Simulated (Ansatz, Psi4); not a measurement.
Interaction energy of C2H6Se ··· H2S (SMILES C[Se]C and S). Monomers: optimised at B3LYP-D3(BJ) (def2-TZVP), held rigid. Orientation: a higher rigid-body minimum at GFN2-xTB. Only R, the distance of the centres of mass, is varied, so the lowest point isn't the relaxed dimer.

Geometry at R = 4.08 Å (first 9 atoms: monomer A):
```
12

C      1.4645    -0.0538     0.0189
Se     0.0325     0.3421    -1.2612
C     -1.4643     0.0560    -0.0269
H      1.3724    -1.0759     0.3800
H      2.4064     0.0603    -0.5133
H      1.4291     0.6479     0.8496
H     -1.4586    -0.9691     0.3377
H     -2.3781     0.2368    -0.5888
H     -1.4040     0.7557     0.8040
S      2.8838     3.0414    -1.8699
H      2.9164     2.6813    -3.1629
H      1.6507     2.5387    -1.6991
```

Computed with: SCS-MP2/aug-cc-pVTZ = DF-SCS-MP2/aug-cc-pVTZ, frozen core, counterpoise-corrected (Psi4 1.11); SAPT0/jun-cc-pVDZ, frozen core (Psi4); CCSD(T)/aug-cc-pVDZ = CCSD(T) on RHF/aug-cc-pVDZ, cores with 3d frozen, counterpoise-corrected (Ansatz, an electronic-structure program).

Interaction energies in kJ/mol:

```csv
R / Å,SCS-MP2/aug-cc-pVTZ,SAPT0/jun-cc-pVDZ
3.69,0.64,1.32
3.91,-6.25,-5.45
4.08,-8.21,-7.57
4.28,-8.60,-8.19
4.51,-7.87,-7.67
4.77,-6.55,-6.52
5.05,-5.14,-5.23
5.54,-3.27,-3.46
6.25,-1.75,-1.96
7.25,-0.83,-1.00
8.57,-0.38,-0.49
```

Task: What does CCSD(T)/aug-cc-pVDZ give at the same points?

Result: 3.69: 2.28; 3.91: -5.66; 4.08: -8.13; 4.28: -8.86; 4.51: -8.28; 4.77: -6.97; 5.05: -5.50; 5.54: -3.50; 6.25: -1.85; 7.25: -0.87; 8.57: -0.40 (kJ/mol).
